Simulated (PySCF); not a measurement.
Species: C₂H₇BN₂O.
Bonds: C1–B2, B2–N3, B2–N4, N4–C5, C5–O6 (double). Hydrogens: H7, H8, H9 on C1; H10, H11 on N3; H12 on N4; H13 on C5.

Method: PySCF 2.14.0, PBE0-D3(BJ)/def2-SVP geometry optimisation, gas phase; density fitting, grid level 1; the optimiser is geomeTRIC in internal coordinates, started from a GFN2-xTB structure with every atom displaced at random (about 0.01 Å).

Step 3: E = -7879.8154 eV
```
atom  x, y, z in Å  |  force x, y, z in eV/Å
C1     -1.5704   -0.9787   -0.8456   -0.005   0.124   0.016
B2     -0.1958   -0.2509   -0.5626   -0.025  -0.025  -0.028
N3     -0.0605    1.1269   -0.4037    0.010   0.001   0.025
N4      1.0108   -1.0857   -0.4675   -0.178  -0.058  -0.026
C5      2.2704   -0.6304   -0.2407   -0.149   0.033   0.012
O6      2.5658    0.5332   -0.0809    0.306   0.056   0.054
H7     -1.5299   -1.5410   -1.7913   -0.001  -0.026  -0.073
H8     -2.4214   -0.2811   -0.9079    0.058  -0.051   0.007
H9     -1.7967   -1.7134   -0.0566   -0.018  -0.021   0.049
H10    -0.8373    1.7646   -0.4653   -0.123   0.042  -0.001
H11     0.8507    1.5351   -0.2104   -0.055  -0.076  -0.051
H12     0.9252   -2.0898   -0.5841    0.031   0.079   0.018
H13     3.0325   -1.4399   -0.2078    0.149  -0.076  -0.002
```

Step 4: E = -7879.8249 eV
```
atom  x, y, z in Å  |  force x, y, z in eV/Å
C1     -1.5687   -0.9795   -0.8453   -0.015   0.050  -0.004
B2     -0.1977   -0.2465   -0.5642   -0.025   0.010  -0.004
N3     -0.0743    1.1328   -0.4062    0.003  -0.019   0.008
N4      1.0110   -1.0739   -0.4668    0.042  -0.033  -0.004
C5      2.2804   -0.6358   -0.2374   -0.108  -0.037  -0.002
O6      2.6047    0.5192   -0.0733    0.109   0.048   0.023
H7     -1.5291   -1.5411   -1.7934    0.005  -0.013  -0.015
H8     -2.4196   -0.2841   -0.9086    0.020  -0.016   0.004
H9     -1.7968   -1.7127   -0.0539    0.003  -0.010   0.011
H10    -0.8605    1.7621   -0.4590   -0.035   0.019  -0.004
H11     0.8344    1.5481   -0.2231   -0.018  -0.024  -0.015
H12     0.9288   -2.0771   -0.5847   -0.019   0.027   0.005
H13     3.0304   -1.4628   -0.2085    0.038  -0.001  -0.003
```

Task: Estimate the geometry and energy of step 5. (The exact step hangs on the optimiser's Hessian estimate; all steps are aligned on step 4, rigid shifts and turns removed.)

Result: E = -7879.8252 eV, largest force 0.140 eV/Å
```
atom  x, y, z in Å  |  force x, y, z in eV/Å
C1     -1.5684   -0.9808   -0.8451   -0.007   0.022   0.000
B2     -0.1996   -0.2444   -0.5648   -0.022  -0.009  -0.004
N3     -0.0779    1.1347   -0.4074   -0.003  -0.003   0.001
N4      1.0101   -1.0705   -0.4673   -0.005   0.093   0.009
C5      2.2794   -0.6347   -0.2343    0.086  -0.111  -0.009
O6      2.6224    0.5145   -0.0626   -0.085   0.021  -0.006
H7     -1.5274   -1.5436   -1.7928    0.003  -0.004  -0.006
H8     -2.4207   -0.2882   -0.9078    0.000  -0.004   0.000
H9     -1.7932   -1.7142   -0.0526    0.001  -0.004   0.004
H10    -0.8636    1.7655   -0.4587   -0.011   0.000  -0.006
H11     0.8316    1.5494   -0.2299    0.007   0.000   0.005
H12     0.9251   -2.0729   -0.5872    0.011   0.017   0.005
H13     3.0252   -1.4661   -0.2138    0.026  -0.018   0.007
```

The energy changes by -0.0003 eV. The first-order estimate −F·Δx gives -0.0022 eV and the mean of the old and new forces, exact on a quadratic surface, -0.0003 eV. The step makes an angle of 66° with the force vector and moves no atom by more than 0.021 Å.

The cost below is that of the whole optimisation. Time: 46 s wall; peak memory 0.51 GiB. Hardware: one thread, Arm Neoverse V1 (aarch64), no GPU (shared host).
